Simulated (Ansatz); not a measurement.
Input file for Ansatz (a program for electronic structure): U-PBE0/def2-TZVPP on Br3Sn (SMILES [Br][Sn]([Br])[Br]). Elements past Kr take the def2 small-core potentials; no spin–orbit coupling.

Ansatz 0.2 input:
```yaml
crystal:
  periodic: [false, false, false]
  atoms:
    - {symbol: Sn, position_ang: [-0.00212301, -0.00209442, -0.66690809]}
    - {symbol: Br, position_ang: [2.36368090, -0.00926197, 0.21472757]}
    - {symbol: Br, position_ang: [-1.17218011, 2.05203440, 0.21963174]}
    - {symbol: Br, position_ang: [-1.18937778, -2.04067800, 0.23254877]}
basis:
  gaussian:
    orbitals: def2-TZVPP
hamiltonian:
  xc: {name: PBE0}
magnetization: {spin_polarized: true, initial_magnetization: 1}
```

It printed:

```
WARN ansatz: RAYON_NUM_THREADS=4 ignored (pool sized by the plan → 4); use --threads N
Functional definition: PBE0
integrals: 0.24 GiB planned
1457 factors; integrals over basis functions are off by at most 5.9e-4 eV
mean field: 2.88 GiB planned
mean field evaluation 1: about -215949.0097 eV, gradient 1.2e1 eV
mean field evaluation 2: about -215948.1397 eV, gradient 1.9e1 eV
mean field evaluation 4: about -215950.0050 eV, gradient 6.0e-1 eV
mean field evaluation 8: about -215950.0695 eV, gradient 8.4e-2 eV
mean field evaluation 16: about -215950.0695 eV, gradient 1.4e-4 eV
mean field -215950.06951789 eV, -7936.0186785681 hartree, gradient 2.1e-5 eV, S^2 0.755528; 0 other end points of the search recorded, 0 dependent functions left out
reference -215950.06954707 eV, -7936.0186796403 hartree; 64, 63 occupied and 130, 131 virtual orbitals, 1457 factors
Total energy: -215950.06954707 eV, -7936.0186796403 hartree
```

The calculation finished and met its thresholds.

Cost: about 22 core-seconds (a rough figure).
